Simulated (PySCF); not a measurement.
Molecule: SMILES FC(F)(F)[B@H-]1OC=CC=[O+]1, C$_{4}$H$_{4}$BF$_{3}$O$_{2}$.

Bonds (- single, = double, # triple, : aromatic): F1-C2, C2-F3, C2-F4, C2-B5, B5-O6, O6-C7, C7=C8, C8-C9, C9=O10, O10-B5. B5 carries H11; C7 carries H12; C8 carries H13; C9 carries H14. Formal charges: B5 -1, O10 +1. Stereochemistry as in FC(F)(F)[B@H-]1OC=CC=[O+]1.

Frames of a GFN2-xTB Langevin trajectory at 300 K; GIAO PBE0/pcSseg-1 shieldings in PySCF, gas phase, non-relativistic; equivalent atoms averaged within each frame.

δ = σ(ref) − σ, references computed at the same level: ¹⁹F (σ = 170.95 ppm) against CFCl3; TMS for ¹³C (σ = 186.93 ppm), ¹H (σ = 31.72 ppm); ¹¹B (σ = 100.07 ppm) vs BF3·OEt2; ¹⁷O (σ = 336.08 ppm) vs H2O. The references are static minima.

Problem. How do the shifts (ppm) fluctuate along the trajectory?

Solution. 
```csv
time (fs),F1/F3/F4,C7/C9,C2,C8,B5,O6/O10,H12/H14,H13,H11
250,-94.5,186.8,135.8,108.1,0.1,282.8,8.12,4.82,4.49
425,-75.7,195.9,143.0,111.9,-0.6,280.7,8.31,6.33,3.85
625,-52.7,195.1,149.8,115.3,-3.6,290.5,8.01,5.99,4.25
800,-71.2,189.6,140.7,103.9,4.7,293.3,8.52,5.55,4.43
1000,-79.5,185.7,143.1,103.3,-0.6,275.1,7.93,6.97,4.04
mean of frames,-74.7,190.6,142.5,108.5,0.0,284.5,8.18,5.93,4.21
standard deviation,15.1,4.7,5.1,5.1,3.0,7.4,0.24,0.81,0.27
```

5 frames give an uncertainty of the mean of about the standard deviation over 2.2 at best, since frames this close in time may not be independent; classical motion lacks zero-point vibration, and the reference would need the same averaging.
